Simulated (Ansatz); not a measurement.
Vertical ionisation energy (eV) of eight silicon and germanium compounds: PBE beside PBE0, computed with Ansatz (a first-principles code) for isolated molecules in the bases named; differences from unrounded values. The eight are the first of their class met in an unordered collection, after screening for sound electronic states; none was chosen by its value. Functionals give these values as differences of separate SCF runs (ΔSCF), EOM-CCSD as a root; each molecule has one DFT geometry for both levels.

```tsv
molecule	basis	PBE0	PBE	difference
Si(OH)4 (H₄O₄Si), SMILES O[Si](O)(O)O	def2-SVPD	11.53	10.78	-0.75
Si(H)2(OH)(OSiH3) (H6O2Si2), SMILES O[SiH2]O[SiH3]	def2-SVPD	10.80	10.22	-0.58
C₃H₁₀FNSi, SMILES N(C)(C[SiH2]F)C	def2-SVPD	8.27	8.16	-0.11
ClH₆NSi₃, SMILES Cl[SiH]1[SiH2]N[SiH2]1	def2-TZVPD	9.02	8.79	-0.23
CH8O2Si3, SMILES [SiH3][SiH2][SiH2]OC=O	def2-SVPD	9.79	9.43	-0.36
Si(Cl)2(OH)(NH2) (Cl2H3NOSi), SMILES O[Si](Cl)(Cl)N	def2-SVPD	10.50	10.04	-0.45
C₂H₈O₂Si₂, SMILES C=C[Si@H](O)[SiH2]O	def2-SVPD	9.36	9.04	-0.32
B(OH)2(OSiH3) (BH5O3Si), SMILES OB(O)O[SiH3]	def2-SVPD	10.99	10.48	-0.52
```

PBE lies below PBE0 in 8 and above it in 0 of the eight; the mean signed difference is -0.42 and the largest -0.75 eV.
